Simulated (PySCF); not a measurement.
# Computed properties of Te(I)(SeH) (HISeTe), SMILES [SeH][Te]I

HISeTe, SMILES [Te]([SeH])I. The structure is a stationary point at B3LYP-D3(BJ)/def2-SVP. The def2 effective core potentials stand for the cores of I, Te; spin–orbit coupling is left out. The values are those of a single conformer. All values are computed for the isolated molecule unless a solvent is named; none is compared with measurement here.

**Structure.** All 6 harmonic modes at B3LYP-D3(BJ)/def2-SVP (PySCF) are real, so it is a minimum. With heavy atoms numbered as in [Te:1]([I:2])[SeH:3], the shortest bond between them is Te1–Se3 at 2.530 Å and the longest Te1–I2 at 2.771 Å.

**Vibrations.** The strongest infrared lines (harmonic, unscaled, degenerate partners summed) lie at 2374 cm⁻¹ (11 km/mol, H 99 %), 186 cm⁻¹ (10 km/mol, Te 51 %, I 48 %), 297 cm⁻¹ (7 km/mol, H 98 %). The softest mode is at 69 cm⁻¹ and the zero-point energy is 5.5 kcal/mol.

**Electronic structure.** ωB97X/def2-TZVPD (PySCF) places the frontier levels at -8.70 and -1.19 eV, a gap of 7.51 eV, and gives a dipole moment of 1.40 D and a mean polarisability of 114.1 bohr³.

**Excitations.** TDA-ωB97X/def2-SVPD (PySCF) has S1 at 2.26 eV (549 nm, f = 0.001, dark); the most intense of the 10 singlets computed lies at 5.51 eV (f = 0.10). T1 (TDA) is at 1.63 eV, 0.63 eV under S1.
